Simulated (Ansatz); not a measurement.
Basis-set series for `[OH][AlH]/[CH]=C/F`. Charge 0, multiplicity 1. All single points use the PBE0-D4/def2-TZVP geometry. It is one conformer, not always the lowest.

```tsv
functional	basis	functions	energy (Eh)	HOMO (eV)	LUMO (eV)
PBE0-D4	def2-TZVPP	222	-495.88023	-7.81	-1.12
PBE0-D4	def2-QZVPP	418	-495.90211	-7.84	-1.18
ωB97M-V	def2-TZVPP	222	-496.16747	-10.04	0.65
ωB97M-V	def2-QZVPP	418	-496.18830	-10.08	0.41
```

(1) Give the rows for def2-SVP. (Best estimate.)

Results:

(1) The calculation gave: 
```csv
functional,basis,functions,energy (Eh),HOMO (eV),LUMO (eV)
PBE0-D4,def2-SVP,94,-495.48736,-7.68,-0.93
ωB97M-V,def2-SVP,94,-495.76621,-9.89,0.92
```

Positive LUMOs are unbound and depend on the basis.

Computed with Ansatz.
